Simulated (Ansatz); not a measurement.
Molecule: BO (charge 0, doublet). 
Coordinates optimised at B3LYP-D3(BJ)/def2-TZVP (Ansatz, an electronic-structure program):
SMILES: [B]=O
```xyz
2

B      0.0000     0.0000    -0.7398
O      0.0000     0.0000     0.4623
```
Charge 0, spin multiplicity 2.

Basis-set convergence of Hartree-Fock and CCSD correlation energies (hartree) with Ansatz. Correlated levels leave the core frozen unless marked. Open shells are spin-unrestricted. Spin-orbit coupling is left out. Non-relativistic.

| basis | functions | E(HF) | E(corr, CCSD) |
|---|---|---|---|
| def2-SVPD | 43 | -99.44656 | -0.25171 |
| def2-TZVPPD | 77 | -99.56100 | -0.29866 |
| def2-QZVPPD | 129 | -99.56576 | -0.31798 |

Extrapolating the two largest sets (X = 3 and 4) as X^-3: E(corr) = (64·(-0.31798) - 27·(-0.29866))/37 = -0.3321 Eh, an estimate of the basis-set limit. The largest set recovers 95.8 % of it, the smallest 75.8 %.
